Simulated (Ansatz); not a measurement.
Calculated with Ansatz (gas phase, PBE0-D4/def2-TZVP geometries, no zero-point term in ΔE). CCSD(T)/CBS adds triple-zeta CCSD(T) − MP2 to the extrapolated MP2 energy (def2 sets, frozen cores). Functionals use def2-TZVPP. B3LYP here is the variant with VWN-RPA as its local correlation; programs differ in this. def2 core potentials past Kr. For W outer-core shells are correlated without core-valence functions, which leaves a few kJ/mol of doubt a bond. Each species was taken in one conformer, which may not be the lowest.

Reaction (redistribution): `C[O][W]([OH])([OH])([OH])([F])[O]C` + `[SiH3]CO[SiH2]Cl` → `C[O][W]([OH])([OH])([F])([Cl])[O]C` + `O[SiH2]OC[SiH3]`

| level | ΔE (kcal/mol) | difference from CCSD(T)/CBS |
| --- | --- | --- |
| PBE-D4 | -2.9 | 0.9 |
| B3LYP-D4 | -3.7 | 0.1 |
| ωB97M-V | -3.0 | 0.8 |
| B2PLYP | -4.0 | -0.2 |
| PBE0 | -3.0 | 0.8 |
| B3LYP | -3.0 | 0.8 |
| MP2/def2-TZVPP | -5.4 | -1.6 |
| SCS-MP2/def2-TZVPP | -4.6 | -0.8 |
| CCSD/def2-TZVPP | -2.9 | 0.9 |
| CCSD(T)/def2-TZVPP | -3.5 | 0.3 |
| HF/def2-QZVPP | -3.4 | 0.4 |
| MP2/def2-QZVPP | -5.7 | -1.9 |
| SCS-MP2/def2-QZVPP | -4.9 | -1.1 |
| HF/CBS(def2) | -3.4 | 0.4 |
| MP2/CBS(def2) | -5.7 | -1.9 |
| CCSD/CBS(def2) | -3.2 | 0.6 |
| CCSD(T)/CBS | -3.8 | 0 |

Largest T1 diagnostic among the species: 0.021, so the coupled-cluster value is less sure than usual.

CCSD(T)/CBS has its own doubt, a few kJ/mol and more with outer-core shells, so smaller differences from it don't rank the levels.
